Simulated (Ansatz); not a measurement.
Isomers of CH6F2SiSn, relaxed with PBE0-D4/def2-TZVP in Ansatz; electronic energies, one conformer each and not always the lowest. Functionals use def2-TZVPP; CBS adds triple-zeta CCSD(T) − MP2 to the MP2 limit of def2-TZVPP and def2-QZVPP.

Elements past krypton have def2 core potentials. Outer-core shells of Sn are correlated without core-valence functions. Spin–orbit coupling is left out.

Task: Order them by energy at frozen-core CCSD(T)/CBS, lowest first. (Estimate.)
A. `[CH3][Sn]([F])([F])[SiH3]`
B. `C[Si](F)(F)[SnH3]`
C. `F[SiH2][CH](F)[SnH3]`
D. `[CH3][SnH]([F])[SiH2]F`

Result: B (0.0 kJ/mol), D (113.9 kJ/mol), A (150.7 kJ/mol), C (319.4 kJ/mol).

Task: How do MP2/CBS(def2), PBE-D4, B3LYP-D4, PBE0-D4 place them (kJ/mol, against `C[Si](F)(F)[SnH3]`)? (Estimate.)

Result: Ansatz gave: 
```json
{"isomer": "`F[SiH2][CH](F)[SnH3]`", "MP2/CBS(def2)": "329.1", "PBE-D4": "310.9", "B3LYP-D4": "313.1", "PBE0-D4": "319.1"}
{"isomer": "`[CH3][Sn]([F])([F])[SiH3]`", "MP2/CBS(def2)": "149.3", "PBE-D4": "141.9", "B3LYP-D4": "152.3", "PBE0-D4": "158.3"}
{"isomer": "`[CH3][SnH]([F])[SiH2]F`", "MP2/CBS(def2)": "111.9", "PBE-D4": "113.1", "B3LYP-D4": "116.3", "PBE0-D4": "121.9"}
```

B3LYP here is the variant with VWN-RPA as its local correlation; programs differ in this.
